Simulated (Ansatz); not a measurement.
A run for Ansatz (a quantum-chemistry and plane-wave program): R-wB97M-V/def2-TZVPP on AlH3O3 (SMILES [OH][Al]([OH])[OH]), a point of a torsion scan.

Ansatz 0.2 input:
```yaml
crystal:
  periodic: [false, false, false]
  atoms:
    - {symbol: O, position_ang: [-1.40314317, -0.84078200, -0.18230657]}
    - {symbol: Al, position_ang: [-0.31606491, 0.08192937, -1.02402449]}
    - {symbol: O, position_ang: [0.69109944, -0.61916605, -2.14308328]}
    - {symbol: O, position_ang: [-0.22016143, 1.71551046, -0.74894777]}
    - {symbol: H, position_ang: [-1.84323493, -0.86709181, 0.65455567]}
    - {symbol: H, position_ang: [0.82114308, -1.49361804, -2.48265135]}
    - {symbol: H, position_ang: [0.29582652, 2.42688341, -1.10183880]}
basis:
  gaussian:
    orbitals: def2-TZVPP
hamiltonian:
  xc: {name: wB97M-V}
scf: {lower_state_search: off}
```

The head of its log:

```
WARN ansatz: RAYON_NUM_THREADS=1 ignored (pool sized by the plan → 1); use --threads N
Functional definition: wB97M-V
these checks for a lower state are left out or cut short: stability, starts, cluster_reference, orbital_swaps, neighbouring_geometries, increment
integrals: 0.11 GiB planned
902 factors; their error is unknown
integrals: 0.14 GiB planned
207 factors; integrals over basis functions are off by at most 7.6e-6 eV
mean field: 0.88 GiB planned
mean field evaluation 1: about -12781.5656 eV, gradient 8.4e1 eV
mean field evaluation 2: about -12779.1656 eV, gradient 9.4e1 eV
```

Problem. Give the final energy of this run.

Solution. -470.1189 hartree.
